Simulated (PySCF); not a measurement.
# Working out the ionisation energy of Ru

Ru [Kr] 4d7 5s1 (5F) → Ru⁺ [Kr] 4d7 (4F). Computed with PySCF 2.14 in def2-TZVP with the def2 core potential (28 electrons), with a scalar-relativistic core potential. Frozen: 4s2 4p6. Energies in hartree (1 hartree = 27.21139 eV):

```
             part  Ru (lower)  Ru⁺ (upper)
              UHF  -94.121142   -93.889570
MP2 opposite-spin   -0.073893    -0.065248
    MP2 same-spin   -0.061970    -0.048957
```

Question: What does Hartree-Fock give?

Answer: (-93.889570) − (-94.121142) = 0.231572 hartree = 6.301 eV.

Question: What do MP2 and SCS-MP2 (6/5 opposite-spin, 1/3 same-spin) give?

Answer: The opposite-spin parts differ by 0.235 eV and the same-spin parts by 0.354 eV. MP2: 6.301 + (0.235) + (0.354) = 6.890 eV. SCS-MP2: 6.301 + 1.2 × (0.235) + (0.354)/3 = 6.701 eV.

Measured between the centres of the two terms (NIST): 7.365 eV, so MP2 (valence) is off by -0.475 eV.

What remains against the reference includes basis incompleteness, the frozen core and correlation beyond second order.
